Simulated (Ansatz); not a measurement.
Mulliken charges of CH3F3Ge (`[CH3][Ge]([F])([F])[F]`) from PBE/def2-TZVPP in Ansatz (PBE0-D4/def2-TZVP geometry).

```
atom   x (Å)   y (Å)   z (Å)  charge (e)
  C1  -0.880  -0.212   0.557      -0.398
 Ge2   0.705   0.152  -0.446       0.937
  F3   2.103  -0.599   0.202      -0.313
  F4   0.615  -0.379  -2.072      -0.313
  F5   1.082   1.822  -0.531      -0.313
  H6  -1.061  -1.286   0.563       0.134
  H7  -0.749   0.145   1.578       0.134
  H8  -1.723   0.300   0.094       0.134
```

Problem. By hand: the dipole of these point charges (1 e Å = 4.8032 D).

Solution. Σ q r = (-0.652, -0.150, 0.411) e Å, of length 0.785 e Å = 3.77 D.

Problem. How does the dipole of the full density compare? (An estimate is asked.)

Solution. Computed: (-0.606, -0.139, 0.383) e Å, 3.51 D; the point charges give 1.07 times that, at 0° from its direction.

Point charges leave out the atoms' own dipoles, such as those of lone pairs, and Mulliken's split depends on the basis, so the close match here is no proof of good charges.
